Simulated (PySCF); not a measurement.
HfF3Cl, SMILES [F][Hf]([F])([F])[Cl], multiplicity 1. Geometry: B3LYP-D3(BJ)/def2-SVP. The spin state was assumed, not searched. The structure was generated by enumeration; whether it is a known compound was not checked. The def2 effective core potentials stand for the cores of Hf; spin–orbit coupling is left out.

The numbers are results of B3LYP-D3(BJ)/def2-SVP (PySCF), not measurements.

Harmonic wavenumbers (cm⁻¹): 122, 122, 157, 161, 161, 388, 675, 675, 680. Rotational constants (GHz): 2.766, 1.657, 1.657; symmetry number 3.

**Question.** Work out the zero-point energy and the ideal-gas rigid-rotor harmonic-oscillator thermochemistry at 298.15 K and 1 atm.

**Answer.** ZPE = ½ Σ hcν = ½ × 3140 cm⁻¹ = 18.78 kJ/mol. H − E(el) = 39.09 kJ/mol. Entropy in J/(mol K): translation 178.61, rotation 108.60, vibration 66.23, total 353.44. G − E(el) = -66.29 kJ/mol. Cp = 90.40 J/(mol K). Modes under 150 cm⁻¹ make the vibrational entropy uncertain.
